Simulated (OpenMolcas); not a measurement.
## OpenMolcas run: Sc+

Input:

```
&GATEWAY
Coord
1

Sc 0.0 0.0 0.0
Basis=ANO-RCC-VDZP
Group=XYZ
NoMove
AngMom=0.0 0.0 0.0
AMFI
&SEWARD
&RASSCF
FileOrb=start.orb
Symmetry=1
Spin=3
nActEl=2 0 0
Inactive=3 6
Ras2=6 0
CIRoot=15 15 1
SDav=15
CIMx=300
Iter=120 100
PrWF=0.3
OrbListing=Nothing
MaxOrb=0
Atom
>>> COPY $Project.JobIph JOB001
&RASSCF
FileOrb=start.orb
Symmetry=1
Spin=1
nActEl=2 0 0
Inactive=3 6
Ras2=6 0
CIRoot=21 21 1
SDav=21
CIMx=300
Iter=120 100
PrWF=0.3
OrbListing=Nothing
MaxOrb=0
Atom
CIOnly
>>> COPY $Project.JobIph JOB002
&RASSI
NrOfJobIphs=2 15 21
1 2 3 4 5 6 7 8 9 10 11 12 13 14 15
1 2 3 4 5 6 7 8 9 10 11 12 13 14 15 16 17 18 19 20 21
IphNames
JOB001
JOB002
EJob
SpinOrbit
DIPRint=1.0
SOCoupling=1000.0
Subsets=2
MEES
Property=10
'ANGMOM' 1 'ANGMOM' 2 'ANGMOM' 3 'MLTPL  1' 1 'MLTPL  1' 2 'MLTPL  1' 3
'AMFI' 1 'AMFI' 2 'AMFI' 3 'MLTPL  2' 6
SOProperty=3
'ANGMOM' 1 'ANGMOM' 2 'ANGMOM' 3
```

Launched by
```bash
OMP_NUM_THREADS=1 MOLCAS_MEM=1689 MOLCAS_PROJECT=a pymolcas a.inp > a.log  # once for each step of the input, in one work folder
```

A driver script runs the steps one by one and writes start.orb anew before each from the orbitals found so far, so a CI-only block uses the converged orbitals of the first block.

Output, cut to the results:

```
--- SEWARD ---
Basis set label: SC.ANO-RCC...5S4P2D1F.

      Electronic valence basis set:
      ------------------
      Associated Effective Charge  21.000000 au
      Associated Actual Charge     21.000000 au
      Nuclear Model: Point charge

      Shell  nPrim  nBasis  Cartesian Spherical Contaminant
         s      21       5        X
         p      15       4        X
         d      10       2                 X
         f       6       1                 X
                  Relativistic Douglas-Kroll-Hess integrals:
                    - DKH order of Hamiltonian: 2
                    - DKH order of Properties : 0
                  Atomic mean-field integrals
--- RASSCF ---
Wave function specifications:
      -----------------------------

      Number of closed shell electrons          18
      Number of electrons in active shells       2
      Max number of holes in RAS1 space          0
      Max nr of electrons in RAS3 space          0
      Number of inactive orbitals                9
      Number of active orbitals                  6
      Number of secondary orbitals              19
      Spin quantum number                      1.0
      State symmetry                             1
Orbital specifications:
      -----------------------

      Symmetry species                           1   2
                                                ag  au
      Frozen orbitals                            0   0
      Inactive orbitals                          3   6
      Active orbitals                            6   0
      RAS1 orbitals                              0   0
      RAS2 orbitals                              6   0
      RAS3 orbitals                              0   0
      Secondary orbitals                         6  13
      Deleted orbitals                           0   0
      Number of basis functions                 15  19
      Number of CSFs                            15
      Number of root(s) required                15
      Iter CI   SX   CI       RASSCF       Energy    max ROT     max BLB   max BLB  Level Ln srch  Step   QN
          iter iter root      energy       change     param      element    value   shift minimum  type update
 Nr of preliminary CI iterations:   1
        1   1    2    0  -763.04503950    0.00E+00  -1.40E-06    1  10 2 -8.87E-07   0.27   0.00    SX    NO
        2   1    2    0  -763.04503950   -6.25E-12   2.01E-07    6  10 2 -6.14E-07   0.27   0.00    SX    NO
        3   1    2    0  -763.04503950   -3.41E-13   1.64E-07    6   7 2  1.21E-07   0.27   0.00    SX    NO
        4   1    2    0  -763.04503950   -3.41E-13   4.15E-08    6   7 2  6.78E-08   0.27   0.00    SX    NO
      Convergence after  4 iterations
        5   1    2    0  -763.04503950   -2.27E-13   4.15E-08    6   7 2  2.00E-08   0.27   0.00    SX    NO
      Natural orbitals and occupation numbers for root  1
      sym 1:   0.000000  -0.000000   0.000000   1.000000   0.000000   1.000000
      Natural orbitals and occupation numbers for root  2
      sym 1:   1.000000   0.000000   0.000000   0.000000   0.000000   1.000000
      Natural orbitals and occupation numbers for root  3
      sym 1:   0.000000  -0.000000   1.000000  -0.000000   0.000000   1.000000
::    RASSCF root number  1 Total energy:   -763.06991024
::    RASSCF root number  2 Total energy:   -763.06991024
::    RASSCF root number  3 Total energy:   -763.06991024
::    RASSCF root number  4 Total energy:   -763.06991024
::    RASSCF root number  5 Total energy:   -763.06991024
::    RASSCF root number  6 Total energy:   -763.04591819
::    RASSCF root number  7 Total energy:   -763.04591819
::    RASSCF root number  8 Total energy:   -763.04591819
::    RASSCF root number  9 Total energy:   -763.04591819
::    RASSCF root number 10 Total energy:   -763.04591819
::    RASSCF root number 11 Total energy:   -763.04591819
::    RASSCF root number 12 Total energy:   -763.04591819
::    RASSCF root number 13 Total energy:   -763.00153798
::    RASSCF root number 14 Total energy:   -763.00153798
::    RASSCF root number 15 Total energy:   -763.00153798
--- RASSCF ---
Wave function specifications:
      -----------------------------

      Number of closed shell electrons          18
      Number of electrons in active shells       2
      Max number of holes in RAS1 space          0
      Max nr of electrons in RAS3 space          0
      Number of inactive orbitals                9
      Number of active orbitals                  6
...
--- RASSI ---
SPIN-FREE ENERGIES:
  (Shifted by EMIN (a.u.) =       -763.0699102356)

 SF State       Relative EMIN(au)   Rel lowest level(eV)    D:o, cm**(-1)      L_eff

     1             0.0000000000        0.0000000000              0.0000         2.0
     2             0.0000000000        0.0000000000              0.0000         2.0
     3             0.0000000000        0.0000000000              0.0000         2.0
     4             0.0000000000        0.0000000000              0.0000         2.0
     5             0.0000000000        0.0000000000              0.0000         2.0
    16             0.0186922409        0.5086417869           4102.4727         2.0
    17             0.0186922409        0.5086417869           4102.4727         2.0
    18             0.0186922409        0.5086417869           4102.4727         2.0
    19             0.0186922409        0.5086417869           4102.4727         2.0
    20             0.0186922409        0.5086417869           4102.4727         2.0
    11             0.0239920417        0.6528567139           5265.6445         3.0
    12             0.0239920417        0.6528567139           5265.6445         3.0
     6             0.0239920417        0.6528567139           5265.6445         3.0
     7             0.0239920417        0.6528567139           5265.6445         3.0
     8             0.0239920417        0.6528567139           5265.6445         3.0
     9             0.0239920417        0.6528567139           5265.6445         3.0
    10             0.0239920417        0.6528567139           5265.6445         3.0
    15             0.0683722556        1.8605038555          15005.9756         1.0
    13             0.0683722556        1.8605038555          15005.9756         1.0
    14             0.0683722556        1.8605038555          15005.9756         1.0
    21             0.0691869883        1.8826738617          15184.7888         2.0
...
```

Levels above the lowest, from the spin-orbit matrix, grouped by J:

```json
{"Configuration": "3d 4s", "Term": "³D", "J": "1", "E (cm⁻¹)": "0.0", "Measured (cm⁻¹)": "0.0", "Term weight %": "100"}
{"Configuration": "3d 4s", "Term": "³D", "J": "2", "E (cm⁻¹)": "61.7", "Measured (cm⁻¹)": "67.7", "Term weight %": "100"}
{"Configuration": "3d 4s", "Term": "³D", "J": "3", "E (cm⁻¹)": "157", "Measured (cm⁻¹)": "178", "Term weight %": "100"}
{"Configuration": "3d 4s", "Term": "¹D", "J": "2", "E (cm⁻¹)": "4196", "Measured (cm⁻¹)": "2541", "Term weight %": "100"}
{"Configuration": "3d²", "Term": "³F", "J": "2", "E (cm⁻¹)": "5235", "Measured (cm⁻¹)": "4803", "Term weight %": "100"}
{"Configuration": "3d²", "Term": "³F", "J": "3", "E (cm⁻¹)": "5329", "Measured (cm⁻¹)": "4884", "Term weight %": "100"}
{"Configuration": "3d²", "Term": "³F", "J": "4", "E (cm⁻¹)": "5454", "Measured (cm⁻¹)": "4988", "Term weight %": "100"}
{"Configuration": "3d²", "Term": "³P", "J": "0", "E (cm⁻¹)": "15036", "Measured (cm⁻¹)": "12074", "Term weight %": "100"}
{"Configuration": "3d²", "Term": "³P", "J": "1", "E (cm⁻¹)": "15069", "Measured (cm⁻¹)": "12102", "Term weight %": "100"}
{"Configuration": "3d²", "Term": "³P", "J": "2", "E (cm⁻¹)": "15095", "Measured (cm⁻¹)": "", "Term weight %": "83"}
{"Configuration": "3d²", "Term": "¹D", "J": "2", "E (cm⁻¹)": "15317", "Measured (cm⁻¹)": "", "Term weight %": "83"}
{"Configuration": "3d²", "Term": "¹G", "J": "4", "E (cm⁻¹)": "17859", "Measured (cm⁻¹)": "14261", "Term weight %": "100"}
{"Configuration": "4s²", "Term": "¹S", "J": "0", "E (cm⁻¹)": "18111", "Measured (cm⁻¹)": "11736", "Term weight %": "100"}
{"Configuration": "3d²", "Term": "¹S", "J": "0", "E (cm⁻¹)": "38676", "Measured (cm⁻¹)": "25955", "Term weight %": "100"}
```

Against the 11 measured excited levels shown (NIST Handbook of Basic Atomic Spectroscopic Data) the mean absolute deviation is 2900 cm-1; the largest miss in energy is 3d² ¹S₀: computed 38676, measured 25955 cm⁻¹ (+49.0 %), and the largest in proportion 3d 4s ¹D₂ (+65.1 %). Levels of one J stand in another order than measured, so their pairing by name is doubtful.

Without dynamic correlation excited terms often stand tens of per cent too high (terms of higher spin than the ground term too low), and those without a measured partner can miss by more than the paired ones. Terms from blocks run as CI alone lack orbitals of their own. A single d shell beside an s shell can misplace configurations of different d count against each other. Measured partners are found by configuration, term and J. A level has none where our copy of the source lacks it or the pairing is in doubt (some pairs that miss far off the trend of their configuration count as doubtful), and it then counts in no deviation. Levels of configurations outside the active space are missing.

The RASSCF and RASSI steps took 9.5 s on 1 thread of Arm Neoverse V2, on a shared host; the integral step is not counted.

The term weight is that of the spin-free term in the level, not the purity of its configuration.
